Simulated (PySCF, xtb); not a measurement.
Ge(H)3(NH2) (GeH5N), SMILES [NH2][GeH3].

Harmonic wavenumbers (cm⁻¹) from GFN2-xTB run with xtb at its own minimum, in rising order: 229, 511, 528, 584, 670, 792, 801, 833, 862, 1500, 1924, 2047, 2098, 3420, 3445.

### Question
What does PBE0-D3(BJ)/def2-TZVP (PySCF) give at its own minimum? (Estimate from the structure and the level; the computed values follow.)

### Answer
173, 541, 576, 642, 710, 857, 883, 890, 947, 1585, 2102, 2165, 2169, 3555, 3647. Paired by order, the mean absolute difference is 87 cm⁻¹ and the zero-point energies are 28.9 and 30.6 kcal/mol.
